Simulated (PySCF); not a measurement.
## Nuclear quadrupole coupling in `CCCO[SiH](N)N`

Species: C3H12N2OSi.
Z-matrix (Å and degrees, GFN2-xTB geometry), rows numbered from 1:
```
C 
C   1  1.5232
C   2  1.5270  1  111.26
O   3  1.3940  2  109.76  1   -64.84
Si  4  1.6194  3  127.96  2   162.13
N   5  1.7346  4  109.48  3    67.68
N   5  1.7184  4  102.64  3  -171.75
H   1  1.0878  2  110.48  3   -63.19
H   1  1.0867  2  109.53  3    56.29
H   1  1.0872  2  110.68  3   176.42
H   2  1.0920  1  110.46  3   120.88
H   2  1.0911  1  109.55  3  -119.70
H   3  1.0988  2  109.94  1   174.93
H   3  1.0978  2  109.77  1    56.43
H   5  1.4698  4  110.98  3   -57.75
H   6  1.0064  5  118.39  4   171.07
H   6  1.0074  5  118.69  4   -52.66
H   7  1.0064  5  117.07  4   -20.83
H   7  1.0047  5  117.67  4  -155.30
```

Field gradients from the PBE0/pcSseg-1 density (PySCF, non-relativistic), principal values in atomic units, ordered |Vxx| ≤ |Vyy| ≤ |Vzz|:

```
atom      Vxx      Vyy      Vzz
  O4  -0.4535  -1.2199   1.6733
  N6   0.2888   0.6618  -0.9505
  N7   0.3179   0.6491  -0.9670
```

Problem. Find the asymmetry η = (Vxx − Vyy)/Vzz and the couplings χ = eQV/h (234.96 MHz × Q in barn × V in au), with Q(17O) = −0.0256 b, Q(14N) = 0.02044 b.

Solution. 
```csv
atom,environment,nucleus,η,χzz (MHz),χxx (MHz),χyy (MHz)
O4,silyl ether oxygen,17O,0.46,-10.07,2.73,7.34
N6,silicon-bound nitrogen,14N,0.39,-4.565,1.387,3.178
N7,silicon-bound nitrogen,14N,0.34,-4.644,1.527,3.118
```

The tensor is traceless: Vxx + Vyy + Vzz = 0.

Problem. What is Vzz at O4 in SI units (1 au = 9.71736 × 10²¹ V/m²)?

Solution. 1.6733 au = 16.260 × 10²¹ V/m².

Problem. And the gradient at the other heavy atoms, for which no coupling is worked out here?

Solution. 
```csv
atom,environment,Vzz (au),η
C1,methyl carbon,0.062,0.61
C2,chain CH2 carbon,-0.049,0.94
C3,sp3 carbon bound to oxygen,0.389,0.07
Si5,oxygen-bound silicon,0.323,0.77
```

Problem. What couplings would deuterons (Q(2H) = 0.00286 b) have in place of the hydrogens, at this geometry?

Solution. 
| atom | bonded to | bond length (Å) | Vzz (au) | η | χzz (kHz) |
| --- | --- | --- | --- | --- | --- |
| H8 | C1 | 1.088 | 0.3155 | 0.03 | 212 |
| H9 | C1 | 1.087 | 0.3137 | 0.01 | 211 |
| H10 | C1 | 1.087 | 0.3178 | 0.02 | 214 |
| H11 | C2 | 1.092 | 0.3049 | 0.02 | 205 |
| H12 | C2 | 1.091 | 0.3050 | 0.03 | 205 |
| H13 | C3 | 1.099 | 0.2864 | 0.06 | 192 |
| H14 | C3 | 1.098 | 0.2855 | 0.07 | 192 |
| H15 | Si5 | 1.470 | 0.1546 | 0.06 | 104 |
| H16 | N6 | 1.006 | 0.4342 | 0.17 | 292 |
| H17 | N6 | 1.007 | 0.4316 | 0.17 | 290 |
| H18 | N7 | 1.006 | 0.4326 | 0.16 | 291 |
| H19 | N7 | 1.005 | 0.4390 | 0.17 | 295 |

The structure is a single GFN2-xTB conformer in the gas phase; no vibrational or solvent corrections. GFN2-xTB bond lengths can be off by several hundredths of an ångström, more for odd bonds, and the gradients follow them. A larger basis could move these couplings by a tenth or more.
